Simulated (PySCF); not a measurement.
C3H7BO2, SMILES OB1CC(O)C1. The structure is a stationary point at B3LYP-D3(BJ)/def2-SVP. This is a generated structure with no PubChem entry under its InChIKey; it may be hypothetical. Other conformers were not sampled.

Computed equilibrium geometry at B3LYP-D3(BJ)/def2-SVP (PySCF confirms it by a frequency run) as a Z-matrix (one conformer of several):
```
C
O 1 1.4075
H 2 0.9666 1 107.88
H 1 1.1092 2 111.16 3 64.49
C 1 1.5508 4 109.78 2 -125.76
H 5 1.1006 1 118.15 4 29.81
H 5 1.1052 6 108.60 1 -123.16
C 1 1.5630 4 109.70 2 132.15
H 8 1.1004 1 118.70 4 -28.11
H 8 1.1052 9 109.14 1 125.27
B 8 1.5823 9 122.94 10 131.46
O 11 1.3484 8 131.74 9 -37.22
H 12 0.9667 11 113.08 8 175.51
```
Charge 0, spin multiplicity 1.
